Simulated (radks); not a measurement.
The mean radii <r> (bohr) of the occupied orbitals of an atom or ion are listed with their occupations. Method: scalar-relativistic Kohn-Sham, SCAN, spin-polarised, spherical densities, finite nucleus; meta-GGA in the generalised Kohn-Sham scheme; Fermi nuclear charge, rms radius of each element as measured or else 0.836 A^(1/3) + 0.57 fm; computed with a radial shooting solver on a logarithmic mesh with Libxc functionals.

orbital  occ.      <r>
1s up       1  0.02191
1s down     1  0.02191
2s up       1  0.09323
2s down     1  0.09323
2p up       3  0.08236
2p down     3  0.08236
3s up       1   0.2441
3s down     1   0.2438
3p up       3   0.2429
3p down     3   0.2426
3d up       5   0.2214
3d down     5   0.2210
4s up       1   0.5526
4s down     1   0.5532
4p up       3   0.5847
4p down     3   0.5855
4d up       5   0.6355
4d down     5   0.6373
5s up       1    1.311
5s down     1    1.340
5p up       3    1.512
5p down     2    1.539
4f up       7   0.8343
5d up       1    2.157
6p up       1    3.850

Name the element and its charge. Open shells, if any, are filled with parallel spins first.

Answer. Z = 64, gadolinium, charge +2: Gd2+ in [Kr] 4d10 4f7 5s2 5p5 5d1 6p1. The 1s radius gives Z: for a bare nucleus <r> = (2 gamma + 1)/(2Z) with gamma = sqrt(1 - (Z/c)^2), 0.02163 bohr for Z = 64, and screening makes it slightly larger (0.02191 here). The occupations add up to 62, and the charge is Z minus that.
